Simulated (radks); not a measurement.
Species: Ru2+. Configuration: [Kr] 4d5.5 5s0.5 (fractional occupations, a model configuration). Method: scalar-relativistic Kohn-Sham, SCAN, spin-polarised, spherical densities, finite nucleus; open shells are filled with parallel spins first (spin-orbit coupling, left out, can overturn this in heavy ions); meta-GGA in the generalised Kohn-Sham scheme; Fermi nuclear charge, rms radius 4.4809 fm; computed with a radial shooting solver on a logarithmic mesh with Libxc functionals.

Normalised radial functions P(r) = r R(r), r in bohr:

```
   r/bohr * 4s up, o 4p up, + 4d down (the largest magnitude, 1.1, reaches the edge; | marks zero, & curves that meet)
 0.001524                             &*
 0.002016                             & *
 0.002689                             & *
 0.003586                             &  *
 0.004745                             &  *
 0.006328                             &   *
  0.00844                             +o   *
  0.01117                             +o    *
   0.0149                             + o   *
  0.01987                             +  o  *
  0.02629                             +   o*
  0.03506                             + *  o
  0.04639                            *|+     o
  0.06187                       *     | +      o
  0.08252                    *        |  +     o
   0.1092                   *         |    + o
   0.1456                        *    |o      +
   0.1942                      o      |    *    +
    0.257                o            |          +  *
   0.3428                o            |       +     *
   0.4572                          o  | +*
   0.6049               *      +      |          o
   0.8068  *          +               |                       o
    1.076   *    +                    |                         o
    1.424         +  *                |                  o
    1.899              +       *      |        o
    2.533                    +      * |  o
    3.351                         +   *o
    4.469                            +&
    5.961                             &
    7.887                             &
```

4s up: eigenvalue -102.68 eV, 3 radial nodes at r = 0.0422, 0.170, 0.480 bohr, <r> = 1.02 bohr, 90 % of the charge inside 1.48 bohr. 4p up: eigenvalue -71.712 eV, 2 radial nodes at r = 0.151, 0.489 bohr, <r> = 1.12 bohr, 90 % of the charge inside 1.65 bohr. 4d down: eigenvalue -22.776 eV, 1 radial node at r = 0.483 bohr, <r> = 1.50 bohr, 90 % of the charge inside 2.38 bohr.
